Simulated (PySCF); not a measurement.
Sn(H)3(SMe) (CH₆SSn), SMILES C[S][SnH3]. Coordinates come from a B3LYP-D3(BJ)/def2-SVP optimisation. The def2 effective core potentials stand for the cores of Sn; spin–orbit coupling is left out.

Computed equilibrium geometry at B3LYP-D3(BJ)/def2-SVP (PySCF confirms it by a frequency run) as bond lengths and angles, and its point group:
point group Cs.
Atoms: Sn1 S2 C3 H4 H5 H6 H7 H8 H9. Bonded distances (Å): Sn1–S2 2.439, Sn1–H4 1.715, Sn1–H5 1.722, Sn1–H6 1.722, S2–C3 1.839, C3–H7 1.100, C3–H8 1.099, C3–H9 1.100. Angles (°): S2–Sn1–H4 106.1, S2–Sn1–H5 109.3, S2–Sn1–H6 109.3, H4–Sn1–H5 111.3, H4–Sn1–H6 111.3, H5–Sn1–H6 109.4, Sn1–S2–C3 99.8, S2–C3–H7 111.8, S2–C3–H8 106.4, S2–C3–H9 111.8, H7–C3–H8 108.5, H7–C3–H9 109.7, H8–C3–H9 108.5.
